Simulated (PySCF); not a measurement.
Question: Give a GFN2-xTB geometry of `C#C[C@@H](C)C(=C)C`.

Answer: 
```xyz
17
C7H10 angstrom
C     -1.324    2.601    0.581
C     -0.998    1.450    0.630
C     -0.621    0.049    0.689
C     -1.551   -0.777   -0.214
C      0.823   -0.158    0.274
C      1.382    0.552   -0.691
C      1.545   -1.245    1.008
H     -1.603    3.611    0.543
H     -0.745   -0.291    1.725
H     -2.587   -0.648    0.093
H     -1.296   -1.832   -0.154
H     -1.450   -0.453   -1.247
H      2.399    0.385   -1.002
H      0.846    1.334   -1.201
H      1.658   -0.977    2.059
H      0.982   -2.177    0.963
H      2.532   -1.412    0.585
```

Any rigid rotation of these coordinates is as good. Atoms count from 1 in this order. The C–C distances run from 1.196 Å (C1≡C2, drawn triple) to 1.537 Å (C3–C4, drawn single), a spread of 0.341 Å. Of the pairs four or more bonds apart, C2···H14 is among the closest relative to their van der Waals radii: 2.60 Å, 90 % of the sum of Bondi's values.

Bonds between heavy atoms (Å): C1≡C2 1.196, C2–C3 1.453, C3–C4 1.537, C3–C5 1.516, C5=C6 1.322, C5–C7 1.497.

Structure optimised with GFN2-xTB, isolated species.

Point group: C1 (no symmetry element, even within 0.4 Å). GFN2-xTB frequencies: not computed here. The numbers are those of one conformer (C2–C3–C5–C6 -37°).
